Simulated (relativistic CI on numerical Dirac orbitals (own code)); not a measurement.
# Ho2+: 5p photoemission

Computed with this model: Dirac-Coulomb-Breit CI, orbitals from a KLI potential per configuration, a model potential for QED, valence Slater integrals scaled by 0.7, multiplet model of photoemission in the sudden approximation; configurations [Xe] 4f11 → [Kr] 4d10 4f11 5s2 5p5; 300 K; Lorentzian 0.42 eV and Gaussian 0.5 eV FWHM. Energies are those of the free ion, without screening or charge transfer. The energies are binding energies and can lie tens of eV above those of solids. S is read from ⟨S²⟩ = S(S + 1).

free ion: ground-state S = 1.47, centroid 44.87 eV. Peaks (eV, height): 42.6 (100), 45.2 (13), 48.6 (73).

Strongest unbroadened transitions for free ion:

```tsv
Energy (eV)	Relative strength
42.41	100.0
42.73	73.2
43.16	51.0
43.36	16.1
43.39	45.2
43.44	16.1
43.83	11.9
44.23	6.4
45.16	7.4
45.23	3.5
45.30	5.8
45.88	1.8
48.30	55.4
48.35	12.1
48.37	6.3
48.74	84.6
49.12	2.3
51.42	1.3
```
